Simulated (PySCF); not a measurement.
octafluorocyclobutane (C4F8), SMILES FC1(C(F)(C(F)(C1(F)F)F)F)F. Heavy atoms are numbered as in [F:1][C:2]1([F:3])[C:4]([F:5])([F:6])[C:7]([F:8])([F:9])[C:10]1([F:11])[F:12].

Geometry: PBE0-D3(BJ)/def2-SVP.

All values below come from PBE0/pcSseg-1 run with PySCF.

GIAO shieldings, no solvent; atoms alike by connectivity are averaged. δ = σ(ref) − σ: ¹⁹F against CFCl3 (σ = 167.2 ppm); ¹³C against TMS (σ = 186.3 ppm), references at their B3LYP-D3(BJ)/def2-TZVP geometries, non-relativistic.

Estimate the chemical shifts. (An estimate is asked for; the answer gives what the named calculation found.)


```
nucleus  atoms  count  δ (ppm)
-------  -----  -----  -------
¹⁹F         F1      8   -162.9
¹³C         C2      4    117.7
```
